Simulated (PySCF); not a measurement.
**A run with a changed setting**

The sound run of [Ce(NH2)4]− (singlet in the valence; each metal's 4f electrons, 1 of them, lie in its core potential, out of spins and levels) uses PySCF 2.14.0, RKS TPSS, Ce lcecp-1-SVP with ECP47, N def2-SVP, H def2-SVP; non-relativistic Hamiltonian with scalar-relativistic core potentials where named; density fitting; no spin-orbit coupling, grid (50, 194), threshold 1e-8 and 55 cycles at the relaxed geometry. This run, with dm0 from free metal ions and neutral atoms, differs:

```python
mol = gto.M(atom='''
Ce     0.00030    -0.00000    -0.00000
N      1.42886     1.29958     1.39881
H      1.42072     1.48676     2.41117
H      2.29727     1.74269     1.06153
N     -1.42864    -1.39844     1.29964
H     -2.29628    -1.05986     1.74322
H     -1.42207    -2.41091     1.48655
N      1.42886    -1.29958    -1.39881
H      2.29727    -1.74269    -1.06153
H      1.42072    -1.48676    -2.41117
N     -1.42864     1.39844    -1.29964
H     -1.42207     2.41091    -1.48655
H     -2.29628     1.05986    -1.74322''',
    basis={'Ce': 'lcecp-1-SVP', 'N': 'def2-SVP', 'H': 'def2-SVP'},
    ecp={'Ce': 'lcecp-1-SVP'},
    charge=-1, spin=1)
mf = dft.UKS(mol, xc='TPSS')
mf.grids.atom_grid = (50, 194)  # f atoms: unpruned, at least (60, 302)
mf = mf.density_fit()  # fitting sets: Ce AutoAux, N def2-universal-JKFIT, H def2-universal-JKFIT
mf.conv_tol = 1e-08; mf.max_cycle = 66
mf.kernel(dm0)
```

Question: What was changed, and how did it end?

Answer: The spin was changed. The program refused it. The cycle limit differs too. These settings are unsound on purpose: the numbers aren't the compound's.
```
RuntimeError: Electron number 48 and spin 1 are not consistent
Note mol.spin = 2S = Nalpha - Nbeta, not 2S+1
```

Run from Python with OMP_NUM_THREADS=2; the lines above give its settings.

No frequency check is given that shows the relaxed geometry to be a minimum. An lcecp potential fixes the number of 4f electrons, so in runs with it no electron can move into or out of that shell.
